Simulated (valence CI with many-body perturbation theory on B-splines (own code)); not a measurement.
# Ag⁴²⁺ in three bases

Computed by relativistic CI+MBPT: three valence electrons over a frozen Dirac-Fock core [He], radial functions for each j: 9 s, 9 p, 8 d, 6 f, 3 g, 1 h, with the one-electron correlation potential Σ1, the two-electron term Σ2, the three-electron term Σ3, Breit, model QED; selected CI, second order for the rest, scaled by the run's own slope (own B-spline code, finite nucleus).

No measured spectrum was set against this ion. As an estimate, large intervals hold to a few tenths of a per cent, small ones and those within an open d or f shell to about a per cent.

The reference run has the lowest level (2s^2 2p1/2) J=1/2 and an ionisation energy of 6787.04 eV. Its largest variational space holds 9405 state functions.

Levels are named by their leading jj configuration (3d3/2^4 stands for four electrons in 3d with j = 3/2), which in mixed levels can hold well under half, so a name can repeat and another be missing. Letters in brackets count levels of one name in rising energy.

Changed runs:
A. basis 6 s, 6 p, 5 d, 3 f, 1 g
B. basis 5 s, 5 p, 4 d, 2 f

Excitation energies of the reference run in cm⁻¹, and shifts in cm⁻¹:

```tsv
Level	Reference	A	B
(2s 2p1/2^2) J=1/2	1066200	-77	-174
(2s^2 2p3/2) J=3/2	1573950	-1.9	-31
(2s 2p1/2 2p3/2) J=3/2 [a]	2324890	-163	-493
(2s 2p1/2 2p3/2) J=5/2	2543420	-5.3	-80
(2s 2p1/2 2p3/2) J=3/2 [b]	2890850	+107	+342
(2s 2p1/2 2p3/2) J=1/2	2913240	+52	+217
(2s 2p3/2^2) J=5/2	4048070	-32	-131
(2p1/2^2 2p3/2) J=3/2	4061070	+6.5	+99
(2s 2p3/2^2) J=1/2	4551800	+72	+340
(2s 2p3/2^2) J=3/2	4560980	+100	+337
(2p1/2 2p3/2^2) J=3/2	5427260	-65	-178
(2p1/2 2p3/2^2) J=5/2	5567990	+100	+269
Ionisation energy (eV)	6787.04	-0.013	-0.06
```
